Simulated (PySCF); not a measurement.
# Orbital picture of OsO

PBE at R = 1.698 Å; PySCF, spin-free X2C with a Gaussian nucleus, basis sets Os x2c-TZVPPall, O x2c-TZVPPall. State: quintet, unpaired electrons σ ↑, π ↑↑, δ ↑, a mixture of terms (⟨Lz²⟩ = 6.6). Only the outer orbitals are listed, counted within each symmetry.

| spin | orbital | occ. | ε (eV) | on Os (%) | main shells (%) |
| --- | --- | --- | --- | --- | --- |
| α | 15σ | 1 | -10.30 | 33 | 58 O p, 30 Os d, 8 O s |
| α | 8π | 1 | -9.84 | 44 | 56 O p, 42 Os d |
| α | 8π | 1 | -9.84 | 44 | 56 O p, 42 Os d |
| α | 4δ | 1 | -7.05 | 100 | 100 Os d |
| α | 16σ | 1 | -6.67 | 97 | 75 Os s, 20 Os d |
| α | 4δ | 1 | -6.36 | 100 | 100 Os d |
| α | 9π | 1 | -5.10 | 65 | 54 Os d, 35 O p, 10 Os p |
| α | 9π | 1 | -5.10 | 65 | 54 Os d, 35 O p, 10 Os p |
| α | 17σ | 0 | -3.21 | 78 | 32 Os d, 32 Os p, 22 O p |
| α | 10π | 0 | -0.96 | 96 | 89 Os p |
| α | 10π | 0 | -0.96 | 96 | 89 Os p |
| β | 15σ | 1 | -9.71 | 28 | 63 O p, 24 Os d, 9 O s |
| β | 8π | 1 | -8.62 | 37 | 63 O p, 34 Os d |
| β | 8π | 1 | -8.62 | 37 | 63 O p, 34 Os d |
| β | 4δ | 1 | -5.03 | 100 | 100 Os d |
| β | 16σ | 0 | -4.87 | 97 | 74 Os s, 23 Os d |
| β | 4δ | 0 | -4.26 | 100 | 100 Os d |
| β | 9π | 0 | -3.25 | 72 | 62 Os d, 28 O p, 9 Os p |

**Question.** Which are the highest filled and the lowest empty level, where do they sit, and how wide is the gap?

**Answer.** Highest filled β 4δ at -5.03 eV (in %: 100 Os d); lowest empty β 16σ at -4.87 eV (in %: 74 Os s, 23 Os d); the gap at PBE is 0.16 eV.

* bond order (Mayer): 2.26
* ⟨S²⟩: 6.005
* charge on Os (Mulliken, basis-dependent): 0.35
* charge on Os (Löwdin, basis-dependent): 0.14
* dipole moment (positive dipole means Os(−)O(+)): -2.69 D
* polarisability along the bond: 49.5 bohr³
* polarisability across the bond: 39.2 bohr³

Spin–orbit coupling is left out. With d or f electrons several states lie close, and the lowest PBE0 determinant need not be the measured ground state.
